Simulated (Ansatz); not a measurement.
Reaction: HSe (SMILES [SeH], doublet) → HSe- (SMILES [SeH-]) (an electron is taken up)
Each species at its own B3LYP-D3(BJ)/def2-TZVP minimum (Ansatz, a program for electronic structure).

Total energies in hartree (Ansatz). Open shells are spin-unrestricted; no spin-orbit coupling. Cores are frozen in correlated methods (noble-gas shells, and filled d and f shells in the p block). No relativity.

| species | HF/aug-cc-pVTZ | CCSD(T)/aug-cc-pVTZ | HF/aug-cc-pVQZ | CCSD(T)/aug-cc-pVQZ | CCSDT(Q)/aug-cc-pVQZ |
|---|---|---|---|---|---|
| 1: HSe (SMILES [SeH], doublet) | -2400.45520 | -2400.61791 | -2400.45814 | -2400.63090 | -2400.63183 |
| 2: HSe- (SMILES [SeH-]) | -2400.49909 | -2400.69992 | -2400.50194 | -2400.71553 | -2400.71656 |

Problem. Work out the adiabatic electron affinity (electronic), positive where energy is released in eV: take Hartree-Fock from aug-cc-pVQZ, extrapolate the CCSD(T) correlation energy as X^-3 (X = 3, 4), and add CCSDT(Q) - CCSD(T) in aug-cc-pVQZ. 1 hartree = 27.211 eV.

Solution. 
Species 1: correlation (64·(-0.17276) - 27·(-0.16271))/37 = -0.18009; step -0.00093; E1 = -2400.45814 + (-0.18009) + (-0.00093) = -2400.63916
Species 2: correlation (64·(-0.21359) - 27·(-0.20083))/37 = -0.22290; step -0.00103; E2 = -2400.50194 + (-0.22290) + (-0.00103) = -2400.72587
+1·E1 -1·E2 = 0.08671 hartree = 2.36 eV.
